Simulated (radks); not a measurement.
Values are calculated unless marked as measured or tabulated.
Mean orbital radii <r> (bohr) of the xenon ion Xe+, [Kr] 4d10 5s2 5p5, at several levels of relativity; Dirac values are averaged over j with weights 2j + 1. Spin-unpolarised spherical Kohn-Sham, PBE, point nucleus unless stated (finite: rms radius 4.7859 fm), a radial shooting solver on a logarithmic mesh with Libxc functionals. A level marked "c x" has the speed of light scaled by that factor and shares open shells by 2j + 1; other Dirac levels either fill j = l - 1/2 first or share by 2j + 1.

| shell | non-rel. | scalar-rel. | scalar-rel., finite nucleus | Dirac, c x 5 | change of magnitude, last against first (%) |
|---|---|---|---|---|---|
| 1s | 0.02814 | 0.02666 | 0.02666 | 0.02809 | -0.20 |
| 2s | 0.1210 | 0.1146 | 0.1146 | 0.1208 | -0.22 |
| 2p | 0.1030 | 0.1003 | 0.1003 | 0.1029 | -0.11 |
| 3s | 0.3204 | 0.3064 | 0.3064 | 0.3198 | -0.17 |
| 3p | 0.3106 | 0.3044 | 0.3044 | 0.3104 | -0.08 |
| 3d | 0.2812 | 0.2809 | 0.2809 | 0.2812 | -0.01 |
| 4s | 0.7465 | 0.7166 | 0.7167 | 0.7454 | -0.15 |
| 4p | 0.7774 | 0.7647 | 0.7647 | 0.7769 | -0.07 |
| 4d | 0.8701 | 0.8760 | 0.8760 | 0.8703 | +0.03 |
| 5s | 1.900 | 1.825 | 1.825 | 1.897 | -0.15 |
| 5p | 2.208 | 2.188 | 2.188 | 2.207 | -0.04 |
